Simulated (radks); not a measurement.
Values are calculated unless marked as measured or tabulated.
Neutral rhenium inside a hard spherical wall (all orbitals vanish at R), configuration held at [Xe] 4f14 5d5 6s2 and not refilled when levels cross. Code: a radial shooting solver on a logarithmic mesh with Libxc functionals. Model: scalar-relativistic Kohn-Sham, PBE, spin-polarised, spherical densities, finite nucleus; open shells are filled with parallel spins first (spin-orbit coupling, left out, can overturn this in heavy ions); Fermi nuclear charge, rms radius 5.3698 fm. Eigenvalues in eV for spin up, with the zero of energy where the potential of the charges vanishes at infinity; a dash marks a level that is unbound or too diffuse for the functional's potential to be trusted. A positive occupied level is held by the wall or, in an anion where self-interaction has pushed it up, behind a barrier. The pressure on the wall is -dE/dV.

| R (bohr) | E (hartree) | kinetic (hartree) | e(5p) | e(4f) | e(6s) | e(5d) | e(6p, empty) | e(7s, empty) | pressure (GPa) |
|---|---|---|---|---|---|---|---|---|---|
| free | -16689.5699 | 18436.034 | -47.800 | -42.023 | -6.558 | -6.403 | -1.573 | - | 0 |
| 15 | -16689.5699 | 18436.034 | -47.800 | -42.022 | -6.558 | -6.403 | -1.570 | 0.233 | < 0.0001 |
| 10 | -16689.5696 | 18436.038 | -47.772 | -41.995 | -6.535 | -6.376 | -1.468 | 1.503 | 0.00977 |
| 8 | -16689.5661 | 18436.068 | -47.606 | -41.829 | -6.398 | -6.223 | -1.098 | 3.802 | 0.165 |
| 7 | -16689.5574 | 18436.131 | -47.315 | -41.534 | -6.144 | -5.959 | -0.550 | 6.424 | 0.718 |
| 6 | -16689.5278 | 18436.314 | -46.614 | -40.809 | -5.483 | -5.329 | 0.691 | 11.435 | 3.36 |
| 4 | -16689.0091 | 18438.693 | -40.879 | -34.477 | 1.883 | 0.088 | 12.067 | 46.312 | 115 |
| 3.5 | -16688.4151 | 18441.083 | -37.022 | -29.949 | 8.652 | 4.183 | 21.655 | 71.299 | 330 |
| 3 | -16687.0359 | 18446.405 | -30.668 | -22.248 | 22.507 | 11.642 | 40.272 | 115.68 | 1090 |
| 1.5 | -16627.2788 | 18645.523 | 96.781 | 95.163 | 379.59 | 173.81 | 442.75 | 889.56 | 185000 |
